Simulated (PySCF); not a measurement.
# NMR data sheet: C$_{7}$H$_{9}$P

| Property | Result |
| --- | --- |
| Formula | C7H9P |
| SMILES | C=Cc1[pH]ccc1C |
| Point group of the computed structure | C1 |
| Carbon signals | 7 |
| Proton signals | 7 |

Numbering as in the mapped SMILES `[CH2:1]=[CH:2][c:3]1[pH:4][cH:5][cH:6][c:7]1[CH3:8]` (H(Xn): hydrogen on atom n). Ha(C1) is cis to C3; Hb(C1) is trans to C3.

Gas phase, one computed conformer, averaged over atoms made equivalent by symmetry, fast rotation or ring inversion, non-relativistic Hamiltonian. NMR shieldings at PBE0/pcSseg-1/GIAO; coordinates at the GFN2-xTB level; PySCF 2.14.0 with density-fitted response routines.

δ = σ(ref) − σ, references computed at the same level: 1H (31.72 ppm), 13C (186.93 ppm) against TMS; 31P (318.38 ppm) vs H3PO4.

```tsv
carbon	δC, type	δH (multiplicity)	HMBC from (2–3 bonds)	span of the C tensor (ppm)
C1	120.2, CH2	Hb(C1) 5.32 (m); Ha(C1) 6.00 (m)	H(C2)	196
C2	138.8, CH	7.11 (m)	Ha(C1), Hb(C1), H(P4)	232
C3	151.2, C	–	H(C2), H(C6), H(C5), Ha(C1), Hb(C1), H(P4), H(C8)	171
C5	138.0, CH	6.77 (m)	H(C6), H(P4)	221
C6	152.2, CH	7.09 (m)	H(C5), H(P4), H(C8)	188
C7	152.2, C	–	H(C2), H(C6), H(C5), H(P4), H(C8)	190
C8	17.0, CH3	2.28 (s)	H(C6)	33
```

Other nuclei:
| atoms | nucleus | environment | δ (ppm) | σ (ppm) |
| --- | --- | --- | --- | --- |
| H(P4) | 1H | hydrogen on a ring phosphorus | 5.05 | 26.67 |
| P4 | 31P | ring phosphorus | -72.1 | 390.4 |

1. δC 152.2, 151.2: unsaturated ring carbon.
2. δC 152.2, 138.0: unsaturated ring CH.
3. δC 138.8: alkene CH; an sp2 carbon of a C=C bond.
4. δC 120.2: terminal =CH2 carbon; as expected for a trigonal carbon in a double bond.
5. δH 6.00, 5.32: hydrogen on a terminal =CH2 carbon; a vinylic proton, deshielded by the sp2 carbon and the C=C anisotropy.

Splittings by 31P in the carbon and heteronuclear signals aren't shown, as no couplings were computed. Shifts are as computed. Against solution values, carbons near 30 ppm lie about +3 ppm off and those near 130 ppm about +5 ppm. Of 1211 compounds with measured shifts, 218 miss one by over three times the rms of a fit or turn the order of signals round; such compounds aren't used in these exercises. Experimental scales use liquid or dissolved standards, which lie at an offset from isolated H3PO4. No couplings were computed; multiplicities are counted from neighbouring protons, with m where these are inequivalent, close in shift, in a saturated or five-membered ring or joined by F or P, and br s for small geminal =CH2 splittings.
